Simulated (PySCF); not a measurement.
# [CrCl2]+, quartet: molecular constants

Computed with UPBE0/[Cr def2-SVP, Cl def2-SVP], no relativity, density fitting, PySCF.

The structure is a minimum.

Coordinates in bohr (charge 1 multiplicity 4):
```
Cr    0.0000    0.0000   -1.1412
Cl    3.4017    0.0000    0.8475
Cl   -3.4017    0.0000    0.8475
```

| Property | Result |
| --- | --- |
| Point group | C2v |
| Bond lengths | Cr–Cl 2.085 Å (×2) |
| Bond angles | Cl–Cr–Cl 119.4° |
| Lowest empty level (α) | -12.09 eV |
| Rotational constants | 0.5107, 0.07439, 0.06493 cm⁻¹ |
| Principal polarisabilities | 22.3, 31.6, 90.5 bohr³ |
| Principal quadrupole moments (Buckingham, traceless) about the centre of mass | -3.51, 1.74, 1.78 D Å |
| Heat capacity Cp at 298.15 K | 52.8 J/(mol K) |
| Highest occupied level (α) | -14.77 eV |
| Zero-point energy | 5.9 kJ/mol |
| Entropy at 298.15 K and 1 bar (electronic part: spin only) | 305.6 J/(mol K) |
| Spin squared ⟨S²⟩ | 4.023 |
| Enthalpy at 298.15 K above 0 K | 13.31 kJ/mol |
| Rotational symmetry number | 2 |
| Dipole moment about the centre of mass | 3.51 D |

Harmonic modes (masses in u: Cr 51.941, Cl 34.969):
```json
{"symmetry": "a1", "ω (cm⁻¹)": "86", "IR (km/mol)": "8.3", "type": "bend"}
{"symmetry": "a1", "ω (cm⁻¹)": "398", "IR (km/mol)": "16.4", "type": "stretch"}
{"symmetry": "b2", "ω (cm⁻¹)": "506", "IR (km/mol)": "44.2", "type": "stretch"}
```

In C2v the vibrations span 2a1 + b2. Here b1 is antisymmetric to the molecular plane and b2 lies in it.

Charges (e):
```tsv
atom	Mulliken	Löwdin	polar tensor	spin (Mulliken)	Mayer order to Cr1
Cr1	0.85	0.36	1.33	3.59	–
Cl2,3	0.08	0.32	-0.17	-0.29	1.53
```

Mulliken populations on Cr1: s 6.31, p 12.39, d 4.45, f 0.00.

Formally Cr is in oxidation state +3, d3, with 3 unpaired electrons (the high-spin count). The Mulliken spin on Cr is 3.59. The polar-tensor charge on Cr, 1.33, is far below the formal one.

The determinant is spin-contaminated (⟨S²⟩ = 4.02, pure value 3.75). Other isomers or separated fragments may lie lower. Other spin states or occupations of the open shell can lie lower.

The final relaxation and frequency run took 35 s on 2 threads of a shared Arm Neoverse N1 host, with 67 basis functions and 7 gradients; the process peaked at 0.72 GiB. Launch command: `OMP_NUM_THREADS=2 python axn.py task.json out`.
